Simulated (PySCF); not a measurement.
Zn(OH)(SeH) (H2OSeZn), SMILES [OH][Zn][SeH].

Geometry: B3LYP-D3(BJ)/def2-SVP. The geometry has at least one imaginary mode, so it is a saddle point at that level. The values are those of a single conformer.

Method: r2SCAN/def2-TZVPD (PySCF).

Computed frontier levels, gap, dipole moment and polarisability:
The highest occupied level is -6.25 eV and the lowest empty level is -1.83 eV. The orbital gap is 4.42 eV and the dipole moment comes out as 0.359 e·Å. The quadrupole, principal values (traceless, Buckingham form, about the centre of nuclear charge) comes out as -8.19, -1.29, 9.47 D·Å and the mean static polarisability comes out as 60.7 bohr³ (8.99 Å³). The polarisability, principal values is 49.3, 50.8, 81.9 bohr³.
